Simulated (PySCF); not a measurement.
SMILES COc1ccc(-c2ccco2)s1 (C9H8O2S), GFN2-xTB optimised geometry.

```
20

C     -2.51    -3.30     0.01
O     -1.11    -3.50     0.00
C     -0.34    -2.40     0.00
C      1.03    -2.40     0.00
C      1.57    -1.10     0.00
C      0.62    -0.11     0.00
C      0.80     1.30     0.00
C      1.95     2.07     0.01
C      1.52     3.42     0.00
C      0.16     3.38     0.00
O     -0.28     2.11    -0.01
S     -0.99    -0.79     0.00
H     -2.96    -4.29     0.01
H     -2.83    -2.74    -0.88
H     -2.82    -2.74     0.90
H      1.61    -3.30     0.00
H      2.62    -0.90     0.00
H      2.96     1.71     0.01
H      2.14     4.29     0.01
H     -0.58     4.15    -0.01
```

Density from PBE0/def2-SVP in PySCF 2.14.0 at that geometry.

Minimum of the electron density along straight lines between bonded atoms, close to the bond critical point (lines longer than 1.1 times the sum of covalent radii, or with two minima, are not listed):

| bond | length / Å | ρ at the minimum / e bohr⁻³ | ∇²ρ there / e bohr⁻⁵ | position (fraction from the first atom) |
|---|---|---|---|---|
| C1–O2 | 1.408 | ___ | -0.28 | 0.34 |
| O2–C3 | 1.344 | 0.297 | -0.26 | 0.67 |
| C3–C4 | 1.365 | 0.320 | -0.82 | 0.53 |
| C4–C5 | 1.406 | 0.298 | -0.73 | 0.50 |
| C5–C6 | 1.368 | 0.316 | -0.79 | 0.49 |
| C6–C7 | 1.431 | 0.287 | -0.72 | 0.50 |
| C7–C8 | 1.375 | 0.317 | -0.79 | 0.52 |
| C8–C9 | 1.412 | 0.293 | -0.70 | 0.50 |
| C9–C10 | 1.361 | 0.326 | -0.83 | 0.48 |
| C7–O11 | 1.353 | 0.286 | ___ | 0.33 |
| C10–O11 | 1.343 | 0.288 | 0.12 | 0.33 |
| C3–S12 | 1.740 | 0.210 | ___ | 0.48 |
| C6–S12 | 1.744 | 0.206 | -0.41 | 0.46 |
| C1–H13 | 1.088 | 0.285 | -1.12 | 0.64 |
| C1–H14 | 1.095 | 0.280 | -1.07 | 0.64 |
| C1–H15 | 1.095 | 0.280 | -1.07 | 0.64 |
| C4–H16 | 1.074 | 0.283 | -1.09 | 0.63 |
| C5–H17 | 1.074 | 0.285 | -1.10 | 0.63 |
| C8–H18 | 1.070 | 0.285 | -1.10 | 0.63 |
| C9–H19 | 1.071 | 0.285 | -1.11 | 0.63 |
| C10–H20 | 1.072 | 0.291 | -1.17 | 0.65 |

Question: Fill in the missing entries.

Answer: 
- C1–O2, ρ at the minimum / e bohr⁻³: 0.253
- C7–O11, ∇²ρ there / e bohr⁻⁵: -0.03
- C3–S12, ∇²ρ there / e bohr⁻⁵: -0.45
